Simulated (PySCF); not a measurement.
(Z)-1-fluorobut-1-ene (C4H7F), SMILES CC/C=C\F.

The structure is a stationary point at B3LYP-D3(BJ)/def2-SVP. The values are those of a single conformer.

Calculation: PBE/def2-TZVP (PySCF).

The molecule is in vacuum.

The total energy is -256.24425 hartree and the highest occupied level comes out as -5.99 eV. The lowest empty level is -0.55 eV. The orbital gap is 5.44 eV, the dipole moment is 0.250 e·Å and the quadrupole, principal values (traceless, Buckingham form, about the centre of nuclear charge) is -3.01, -1.24, 4.24 D·Å. The mean static polarisability is 52.0 bohr³ (7.71 Å³) and the polarisability, principal values is 41.8, 47.5, 66.7 bohr³.
